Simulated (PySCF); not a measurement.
An equivalent PySCF input for Ge⁺ (germanium, charge +1), [Ar] 3d10 4s2 4p1, 2P determinant, with scalar relativity through the core potential:

```python
from pyscf import gto, scf, dft, mp, cc
import basis_set_exchange as bse
txt = bse.get_basis("cc-pVTZ-PP", elements=["Ge"], fmt="nwchem", header=False)
cut = txt.index("\nECP")
mol = gto.M(atom="Ge 0 0 0", charge=1, spin=1, symmetry="D2h",
            basis=gto.basis.parse(txt[:cut]),
            ecp={"Ge": gto.basis.parse_ecp(txt[cut:])})
mf = scf.UHF(mol)
mf.irrep_nelec = {'Ag': (4, 4), 'B1g': (1, 1), 'B2g': (1, 1), 'B3g': (1, 1), 'B1u': (1, 1), 'B2u': (2, 1), 'B3u': (1, 1)}
mf.kernel()
```

It reaches the same state as the run whose output follows, and the same energy. The run itself started from symmetry-adapted Hartree-Fock orbitals and held the occupation by maximum overlap, so the iterations belong to that start.

```
SCF conv_tol = 1e-09
number electrons alpha = 11  beta = 10
cycle= 1 E= -293.080059274854  delta_E= -0.00319  |g|= 0.0196  |ddm|= 0.068
cycle= 2 E= -293.080492529435  delta_E= -0.000433  |g|= 0.00748  |ddm|= 0.0269
cycle= 3 E= -293.080568173278  delta_E= -7.56e-05  |g|= 0.000434  |ddm|= 0.0202
cycle= 4 E= -293.080568469146  delta_E= -2.96e-07  |g|= 0.000107  |ddm|= 0.00317
cycle= 5 E= -293.080568480946  delta_E= -1.18e-08  |g|= 3.54e-05  |ddm|= 0.000547
cycle= 6 E= -293.080568482828  delta_E= -1.88e-09  |g|= 3.87e-06  |ddm|= 0.000247
cycle= 7 E= -293.080568482845  delta_E= -1.78e-11  |g|= 4.35e-07  |ddm|= 2.12e-05
converged SCF energy = -293.080568482845  <S^2> = 0.76028194  2S+1 = 2.0102556
```

Energies and moments cover only the electrons outside the core potential.
